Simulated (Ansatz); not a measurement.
One change: `FC[SiH]1C[SiH2]1` becomes `CB[SiH]1C[SiH2]1`.

Ansatz, PBE0-D4/def2-TZVP geometries, multiplicity 1. Each molecule was computed in one conformer, which needn't be the lowest. `FC[SiH]1C[SiH2]1` holds a close contact that its SMILES doesn't draw: H···Si 1.63 Å.

```csv
property,`FC[SiH]1C[SiH2]1`
LUMO energy (B3LYP/def2-TZVPP) / eV,-1.23
HOMO energy (PBE0/def2-TZVPP) / eV,-6.38
HOMO energy (B3LYP/def2-TZVPP) / eV,-6.19
HOMO–LUMO gap (PBE/def2-TZVPP) / eV,3.53
HOMO–LUMO gap (B3LYP/def2-TZVPP) / eV,4.96
HOMO energy (PBE/def2-TZVPP) / eV,-5.42
```

(1) Give the same properties after the change, and the shifts. (Estimate.)

Results:

(1) Ansatz gave: 
```json
{"property": "LUMO energy (B3LYP/def2-TZVPP) / eV", "`CB[SiH]1C[SiH2]1`": "-2.27", "shift": "-1.04"}
{"property": "HOMO energy (PBE0/def2-TZVPP) / eV", "`CB[SiH]1C[SiH2]1`": "-6.75", "shift": "-0.37"}
{"property": "HOMO energy (B3LYP/def2-TZVPP) / eV", "`CB[SiH]1C[SiH2]1`": "-6.55", "shift": "-0.36"}
{"property": "HOMO–LUMO gap (PBE/def2-TZVPP) / eV", "`CB[SiH]1C[SiH2]1`": "3.00", "shift": "-0.53"}
{"property": "HOMO–LUMO gap (B3LYP/def2-TZVPP) / eV", "`CB[SiH]1C[SiH2]1`": "4.28", "shift": "-0.68"}
{"property": "HOMO energy (PBE/def2-TZVPP) / eV", "`CB[SiH]1C[SiH2]1`": "-5.86", "shift": "-0.44"}
```

With PBE0 the HOMO falls by 0.37 eV and the LUMO falls by 1.04 eV, so the gap narrows by about 0.67 eV. PBE moves the HOMO by -0.44 eV and ωB97M-V by -0.27 eV.

Positive LUMOs are unbound, so they and the gaps depend on the basis.

B3LYP here is the variant with VWN-RPA as its local correlation; programs differ in this.
